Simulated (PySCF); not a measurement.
Geometry:
| atom | x (Å) | y (Å) | z (Å) |
| --- | --- | --- | --- |
| C1 | 3.380 | 0.583 | -0.241 |
| N2 | 2.155 | 0.450 | -0.413 |
| Si3 | 0.905 | -0.017 | 0.675 |
| O4 | 0.219 | -1.330 | -0.004 |
| C5 | -1.174 | -1.419 | -0.107 |
| C6 | -1.808 | -0.094 | -0.514 |
| C7 | -1.520 | 0.980 | 0.528 |
| O8 | -0.149 | 1.226 | 0.670 |
| H9 | 3.897 | 0.411 | 0.707 |
| H10 | 4.004 | 0.890 | -1.076 |
| H11 | 1.236 | -0.338 | 2.065 |
| H12 | -1.587 | -1.743 | 0.858 |
| H13 | -1.389 | -2.191 | -0.853 |
| H14 | -2.885 | -0.220 | -0.628 |
| H15 | -1.373 | 0.221 | -1.464 |
| H16 | -1.983 | 1.929 | 0.237 |
| H17 | -1.933 | 0.673 | 1.498 |

Theory: PBE0/pcSseg-1 with gauge-including orbitals, structure optimised with GFN2-xTB, in PySCF 2.14 (non-relativistic Hamiltonian, gas phase, rapidly exchanging positions averaged, one computed conformer).

Shifts are taken against calculated references (same method and geometry level): 13C and 1H and 29Si against TMS; NH3 for 15N; H2O for 17O.

| atoms | nucleus | count | Hirshfeld charge | δ (ppm) |
| --- | --- | --- | --- | --- |
| H11 | 1H | 1 | -0.09 | 4.85 |
| H14 | 1H | 1 | 0.05 | 1.34 |
| H9 | 1H | 1 | 0.05 | 8.71 |
| Si3 | 29Si | 1 | 0.47 | -47.1 |
| C6 | 13C | 1 | -0.08 | 36.2 |
| O4/O8 | 17O | 2 | -0.24 | ? |
| N2 | 15N | 1 | -0.23 | ? |
| H13/H16 | 1H | 2 | 0.05 | ? |
| C5/C7 | 13C | 2 | 0.01 | 67.4 |
| H15 | 1H | 1 | 0.05 | ? |
| C1 | 13C | 1 | 0.04 | 174.5 |
| H12/H17 | 1H | 2 | 0.03 | 4.36 |
| H10 | 1H | 1 | 0.05 | 8.67 |

Estimate the values marked ?.

Results:


- H13/H16: 4.49 ppm, hydrogen on an sp3 CH2 bonded to O; its carbon carries O, which withdraws density
- H15: 2.56 ppm, hydrogen on an sp3 CH2 in a ring
- N2: 429.6 ppm, imine nitrogen
- O4/O8: 51.1 ppm, oxygen bonded to C, Si, in a 6-membered ring

Shifts are as computed. Against solution values, carbons near 30 ppm lie about +3 ppm off and those near 130 ppm about +5 ppm. Of 1211 compounds with measured shifts, 218 miss one by over three times the rms of a fit or turn the order of signals round; such compounds aren't used in these exercises. Experimental scales use liquid or dissolved standards, which lie at an offset from isolated NH3 (liquid NH3: subtract about 20 ppm) and H2O (liquid H2O: subtract about 36 ppm). Unscaled 15N shifts of sp2 nitrogen come out 20 to 40 ppm too high even then.
